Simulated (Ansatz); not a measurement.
Compare A (`OC1CC[Se]1`) with its isomer B (`C=C[Se]CO`).

Calculated with Ansatz (gas phase, PBE0-D4/def2-TZVP geometries, no zero-point term in ΔE). CBS: MP2 limit from def2 TZ/QZ plus the TZ coupled-cluster correction, frozen cores. Functionals use def2-TZVPP. B3LYP here is the variant with VWN-RPA as its local correlation; programs differ in this. For Se outer-core shells are correlated without core-valence functions, which leaves a few kJ/mol of doubt a bond. Scalar relativity is left out up to krypton. One conformer a species, not always the lowest.

A:

Z-matrix (Å, degrees):
```
C
C 1 1.525
Se 1 2.529 2 52.4
C 1 1.528 2 100.0 3 -20.3
H 1 1.093 2 112.3 3 -143.2
H 1 1.091 2 109.7 3 95.8
O 2 1.389 1 109.8 3 116.8
H 2 1.093 1 116.3 3 -114.6
H 4 1.088 1 116.1 2 137.9
H 4 1.088 1 113.9 2 -92.3
H 7 0.961 2 109.2 1 -170.3
```

B:

Z-matrix (Å, degrees):
```
C
O 1 1.389
Se 1 1.962 2 115.0
H 1 1.096 2 112.9 3 121.9
H 1 1.089 2 107.7 3 -117.6
H 2 0.962 1 108.8 3 -57.0
C 3 1.894 1 95.8 2 80.6
C 7 1.326 3 124.2 1 -144.7
H 7 1.088 3 114.6 1 39.2
H 8 1.084 7 122.1 3 4.2
H 8 1.085 7 120.6 3 -174.9
```

**Question.** Which isomer does CCSD(T)/CBS put lower? Give the gap. (Estimate.)

**Answer.** Computed: A, by 38.6 kJ/mol.

**Question.** Give E(B) − E(A) in kJ/mol with HF/def2-TZVPP, B3LYP, B3LYP-D4, CCSD/def2-TZVPP, MP2/def2-TZVPP, PBE-D4, r2SCAN-D4. (Best estimate.)

**Answer.** The calculation gave: HF/def2-TZVPP 22.1, B3LYP 22.0, B3LYP-D4 25.4, CCSD/def2-TZVPP 38.4, MP2/def2-TZVPP 45.6, PBE-D4 38.2, r2SCAN-D4 35.8. None reverses the order clearly.

Largest T1 diagnostic: 0.011.

The D4 term adds +3.4 kJ/mol with B3LYP and +1.5 kJ/mol with PBE0; it sums over pairs of atoms, weighted by their polarisabilities, and B3LYP, whose exchange is more repulsive, gets the larger term. From PBE to PBE0 (25 % exact exchange), in def2-TZVPP and without D4, E(B) − E(A) moves by +9.7 kJ/mol.
